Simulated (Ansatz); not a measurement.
`[SnH3][CH2][SnH3]` + `B[SiH](F)Cl` → `B[SiH](Cl)[SnH3]` + `F[CH2][SnH3]` at 600 K and 1 bar (redistribution).

Calculated with Ansatz (gas phase, PBE0-D4/def2-TZVP geometries, no zero-point term in ΔE). CCSD(T)/CBS adds triple-zeta CCSD(T) − MP2 to the extrapolated MP2 energy (def2 sets, frozen cores). Elements past krypton have def2 core potentials. For Sn outer-core shells are correlated without core-valence functions, which leaves a few kJ/mol of doubt a bond.

```
            species  CCSD(T)/CBS energy (Eh)  H − E (kJ/mol)  S (J/(mol·K))
`[SnH3][CH2][SnH3]`               -470.86997           242.4          484.4
      `B[SiH](F)Cl`               -875.32432           137.6          395.0
 `B[SiH](Cl)[SnH3]`               -991.28328           204.6          491.5
     `F[CH2][SnH3]`               -354.83026           177.3          388.5
```

H − E and S are ideal-gas, rigid-rotor, harmonic terms from PBE0-D4/def2-TZVP, for one conformer and one mirror image of each species. 1 Eh = 2625.50 kJ/mol, R = 8.31446 J/(mol·K).

By hand: ΔE, ΔH, ΔS and ΔG.

ΔE = (-991.28328) + (-354.83026) − (-470.86997) − (-875.32432) = 0.08075 Eh = 212.0 kJ/mol. Δ(H − E) = 204.6 + 177.3 − 242.4 − 137.6 = 1.9, so ΔH = 213.9 kJ/mol. ΔS = 491.5 + 388.5 − 484.4 − 395.0 = 0.6 J/(mol·K). ΔG = 213.9 − 600 × (0.6)/1000 = 213.5 kJ/mol.

By hand: the equilibrium constant, and the temperature at which ΔG would vanish if ΔH and ΔS stayed fixed.

log₁₀ K = −ΔG/(RT ln 10) = -18.6. ΔG = 0 at ΔH/ΔS = 356500 K, far beyond where these terms or the molecules hold.

The number of gas molecules stays the same, so ΔS is small and ΔH decides. A doubt of 5 kJ/mol in ΔE shifts log₁₀ K by 0.4 here. Other conformers and mirror images would add mixing entropy, several J/(mol·K) or more a flexible species. Modes under 60 cm⁻¹, often nearly free rotors, make the harmonic entropy too high. These are equilibria of isolated gas molecules and say nothing of rates. Largest T1 diagnostic: 0.013 (customary marks: 0.02 for closed shells, 0.045 for open ones).
